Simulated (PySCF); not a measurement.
1,3-oxasiletane-2,4-dione (C₂H₂O₃Si), SMILES O=C1OC(=O)[SiH2]1. Atoms are numbered in the order given.

```xyz
8

O      2.2347     0.0000     0.6539
C      1.1137     0.0000     0.2691
O      0.0000     0.0000     1.1389
C     -1.1137     0.0000     0.2691
O     -2.2347     0.0000     0.6539
Si     0.0000     0.0000    -1.3224
H      0.0000     1.2347    -2.1449
H      0.0000    -1.2347    -2.1449
```
Charge 0, spin multiplicity 1.

Geometry optimised at B3LYP-D3(BJ)/def2-SVP.

Computed with PBE/def2-TZVP (PySCF).

Atomic charges (e):

```csv
atom,Mulliken,Löwdin,meta-Löwdin
O1,-0.17,0.19,-0.32
C2,0.14,-0.52,0.29
O3,-0.08,0.31,-0.29
C4,0.14,-0.52,0.29
O5,-0.17,0.19,-0.32
Si6,0.09,0.37,0.42
H7,0.03,-0.01,-0.03
H8,0.03,-0.01,-0.03
```

Give the Mayer and Wiberg (Löwdin basis) orders of the bonds. (The exact figures need the calculation; the answer reports its results.)


```csv
bond,Mayer,Wiberg
O1–C2,2.18,2.85
C2–O3,1.01,1.48
O3–C4,1.01,1.48
C4–O5,2.18,2.85
C2–Si6,0.91,1.01
C4–Si6,0.91,1.01
Si6–H7,0.92,0.93
Si6–H8,0.92,0.93
```
